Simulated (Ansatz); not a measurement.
SH (SMILES [SH+]): geometry of the low-spin state from B3LYP-D3(BJ)/def2-TZVP.
(charge 1, multiplicity 1):
```xyz
2

S      0.00000     0.00000    -0.08067
H      0.00000     0.00000     1.29079
```
The high-spin state stands at its own minimum; R- takes a restricted low-spin state.

Programs: Ansatz (Gaussian basis) for Hartree–Fock, density functionals and correlated methods. 

The gap E(multiplicity 1) − E(multiplicity 3) (kcal/mol) and the share of exact exchange:

```tsv
functional	exact exchange (%)	value
R-PBE/def2-TZVPP	0	44.39
R-PBE0/def2-TZVPP	25	46.33
R-B3LYP/def2-TZVPP	20	41.68
R-BHLYP/def2-TZVPP	50	44.01
R-r2SCAN/def2-TZVPP	0	50.87
```

Task: Take the value as linear in the share of exact exchange along PBE and PBE0. Give the slope, say whether the sign turns, and set the other functionals against that line.

Result: 
Slope: (46.33 − (44.39))/2.5 = 0.78 kcal/mol for each 10 %. The line keeps its sign from 0 to 100 %. At 50 % it gives 48.3 kcal/mol. From B3LYP to BHLYP the slope is (44.01 − (41.68))/3 = 0.78 for each 10 %. BHLYP, at 50 %, lies -4.3 from the PBE line. B3LYP, at 20 %, lies -4.3 from the PBE line. r2SCAN, with none, stands 6.5 from PBE.

Doubts at one or more of the structures used: a restricted determinant that unrestricted orbitals would lower (R-PBE/def2-TZVPP, R-PBE0/def2-TZVPP, R-B3LYP/def2-TZVPP, R-BHLYP/def2-TZVPP, R-r2SCAN/def2-TZVPP).

Ansatz is an electronic-structure program.
